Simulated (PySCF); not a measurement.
Predicted microwave data (CAM-B3LYP/def2-SVPD in PySCF (dipole) on a GFN2-xTB geometry, gas phase) for one isomer of C6H6O2S:

- Rotational constants: A = 3321, B = 987.1, C = 764.6 MHz
- Dipole components: |μa| = 1.10 D, |μb| = 1.52 D, |μc| = 0.01 D
- Inertial defect: -3.20 u·Å²
- κ: -0.83

Question: Which structure is it? (One computed conformer of each.)
A. `[CH3:1][C:2](=[O:3])[O:4][c:5]1[cH:6][cH:7][s:8][cH:9]1` with C1–C2–O4–C5 179°, C2–O4–C5–C6 179°
B. `[CH3:1][O:2][C:3](=[O:4])[c:5]1[cH:6][cH:7][cH:8][s:9]1` with C1–O2–C3–O4 1°, O2–C3–C5–C6 180°
C. `[CH2:1]=[CH:2][C:3]1=[CH:4][S:5][CH2:6][C:7](=[O:8])[O:9]1` with C1–C2–C3–C4 178°, C3–C4–S5–C6 -26°, C4–S5–C6–C7 54°, S5–C6–C7–O8 126°, C6–C7–O9–C3 16°

Answer: B. It is COC(=O)c1cccs1, an asymmetric top. The candidates at the same level (rigid rotor, commonest isotopes):

| SMILES | A (MHz) | B (MHz) | C (MHz) | μa (D) | μb (D) | μc (D) | Δ (u·Å²) | point group | rotor |
| --- | --- | --- | --- | --- | --- | --- | --- | --- | --- |
| C=CC1=CSCC(=O)O1 | 2151 | 1233 | 818.2 | 0.89 | 3.09 | 1.75 | -27.20 | C1 | asymmetric top |
| COC(=O)c1cccs1 | 3321 | 987.1 | 764.6 | 1.10 | 1.52 | 0.01 | -3.20 | – | asymmetric top |
| CC(=O)Oc1ccsc1 | 4118 | 807.2 | 677.8 | 0.43 | 2.29 | 0.08 | -3.18 | – | near-prolate asymmetric top |

`C=CC1=CSCC(=O)O1` has A 35 % too low; `CC(=O)Oc1ccsc1` has A 24 % too high. No structure here is proved a minimum.
